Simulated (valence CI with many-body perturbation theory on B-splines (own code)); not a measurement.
# Se19+: calculated level list

Level of theory: relativistic CI+MBPT: five valence electrons over a frozen Dirac-Fock core [Ne], a basis of 11 s, 11 p, 10 d, 8 f, 5 g, 2 h functions for each j, with the one-electron correlation potential Σ1, the two-electron term Σ2, the three-electron term Σ3, Breit, model QED; selected CI, second order for the rest, scaled by the run's own slope (own B-spline code, finite nucleus).

No measured levels were compared; by estimate levels of excited configurations hold to 0.05 to 0.15 % of their energy, terms of the ground configuration to about 0.5 %. Among the levels kept, up to 3400 cm⁻¹ of a level comes from second order outside the variational space, and about a tenth of that is noise between levels of different J, which matters for small intervals.

Levels 136 to 171 of 171, with energies above the lowest level, 3s²3p³ ⁴S°_3/2. "Leading %" is the weight of the configuration and term that name the level; weights of strongly mixed levels are sums over their largest components and can fall short. In the jj column 3d3/2^4 stands for four electrons in 3d with j = 3/2. Lifetimes count E1, E2, E3, M1 and M2 decay at the calculated energies, and are blank where another channel may lead or the interval is too uncertain; long ones can be off by a factor of two.

```
No.  Configuration  Term    J  E (cm⁻¹)  Leading %                         Leading jj  Lifetime
136       3s²3p3d²   ²G°  9/2   1577000         58          3s^2 3p3/2 3d5/2^2 (63 %)   7.88 ps
137       3s²3p3d²   ⁴D°  5/2   1581300         41      3s^2 3p3/2 3d3/2 3d5/2 (26 %)   4.50 ps
138       3s²3p3d²   ⁴D°  7/2   1583200         74      3s^2 3p3/2 3d3/2 3d5/2 (34 %)   4.79 ps
139       3s²3p3d²   ⁴D°  3/2   1587900         46          3s^2 3p3/2 3d3/2^2 (34 %)   4.47 ps
140        3s3p³3d   ²D°  5/2   1590700         30          3s^2 3p3/2 3d5/2^2 (31 %)   5.59 ps
141       3s²3p3d²   ⁴D°  1/2   1592700         53          3s^2 3p3/2 3d3/2^2 (45 %)   4.45 ps
142        3s3p³3d   ²D°  3/2   1593000         50      3s 3p1/2 3p3/2^2 3d5/2 (30 %)   4.25 ps
143        3s3p³3d   ²S°  1/2   1597400         35      3s^2 3p3/2 3d3/2 3d5/2 (48 %)   4.41 ps
144       3s²3p3d²   ²P°  1/2   1626900         82          3s^2 3p1/2 3d5/2^2 (40 %)   7.78 ps
145       3s²3p3d²   ²P°  3/2   1627100         38      3s 3p1/2 3p3/2^2 3d3/2 (17 %)   3.90 ps
146       3s²3p3d²   ²F°  7/2   1630600         61      3s^2 3p3/2 3d3/2 3d5/2 (45 %)   6.69 ps
147       3s²3p3d²   ²F°  5/2   1634500         64      3s^2 3p3/2 3d3/2 3d5/2 (45 %)   4.99 ps
148       3s²3p3d²   ⁴S°  3/2   1637600         66      3s^2 3p3/2 3d3/2 3d5/2 (29 %)   3.50 ps
149       3s²3p3d²   ²D°  3/2   1662300         47      3s^2 3p3/2 3d3/2 3d5/2 (49 %)   4.13 ps
150       3s²3p3d²   ²G°  7/2   1668000         46          3s^2 3p3/2 3d3/2^2 (33 %)   4.40 ps
151          3p⁴3d    ⁴D  5/2   1668700         53       3p1/2^2 3p3/2^2 3d3/2 (42 %)   40.6 ps
152       3s²3p3d²   ²P°  1/2   1668900         47          3s^2 3p3/2 3d5/2^2 (36 %)   3.69 ps
153          3p⁴3d    ⁴D  3/2   1670300         47       3p1/2^2 3p3/2^2 3d3/2 (57 %)   41.5 ps
154       3s²3p3d²   ²D°  5/2   1673700         59          3s^2 3p3/2 3d5/2^2 (49 %)   4.67 ps
155          3p⁴3d    ⁴D  7/2   1677500         59       3p1/2^2 3p3/2^2 3d5/2 (43 %)   35.4 ps
156          3p⁴3d    ⁴D  1/2   1679000         43       3p1/2^2 3p3/2^2 3d3/2 (36 %)   38.5 ps
157       3s²3p3d²   ²P°  3/2   1681600         70          3s^2 3p3/2 3d5/2^2 (61 %)   7.03 ps
158       3s²3p3d²   ²G°  9/2   1681700         90      3s^2 3p3/2 3d3/2 3d5/2 (66 %)   4.95 ps
159       3s3p²3d²    ⁶G  3/2   1688500         91          3s 3p1/2^2 3d3/2^2 (32 %)    576 ps
160       3s3p²3d²    ⁶G  5/2   1696600         91      3s 3p1/2 3p3/2 3d3/2^2 (28 %)    438 ps
161       3s²3p3d²   ²F°  5/2   1699400         76      3s^2 3p3/2 3d3/2 3d5/2 (61 %)   5.43 ps
162       3s²3p3d²   ²F°  7/2   1704600         48          3s^2 3p3/2 3d5/2^2 (52 %)   5.38 ps
163       3s3p²3d²    ⁶G  7/2   1707900         90  3s 3p1/2 3p3/2 3d3/2 3d5/2 (34 %)    357 ps
164          3p⁴3d    ⁴F  9/2   1715400         50       3p1/2^2 3p3/2^2 3d5/2 (66 %)   37.2 ps
165          3p⁴3d    ²P  1/2   1722200         31         3p1/2 3p3/2^3 3d3/2 (46 %)   41.3 ps
166       3s3p²3d²    ⁶G  9/2   1722600         88  3s 3p1/2 3p3/2 3d3/2 3d5/2 (51 %)    304 ps
167       3s²3p3d²   ²D°  5/2   1722800         88      3s^2 3p3/2 3d3/2 3d5/2 (40 %)   4.23 ps
168          3p⁴3d    ²D  3/2   1724800         28       3p1/2^2 3p3/2^2 3d5/2 (30 %)   57.3 ps
169       3s²3p3d²   ²D°  3/2   1725500         83      3s^2 3p3/2 3d3/2 3d5/2 (41 %)   3.95 ps
170          3p⁴3d    ⁴P  1/2   1728000         32       3p1/2^2 3p3/2^2 3d5/2 (31 %)   54.1 ps
171          3p⁴3d    ²G  7/2   1728500         31       3p1/2^2 3p3/2^2 3d3/2 (50 %)   35.3 ps
```

Names give the largest LS component (configuration and term), which can be under half, so a name can repeat, a term be missing and a line seem to break the LS rules; names also repeat where a configuration has a term twice.

Where two levels of one J and parity lie close, their mixing, g and order are uncertain.
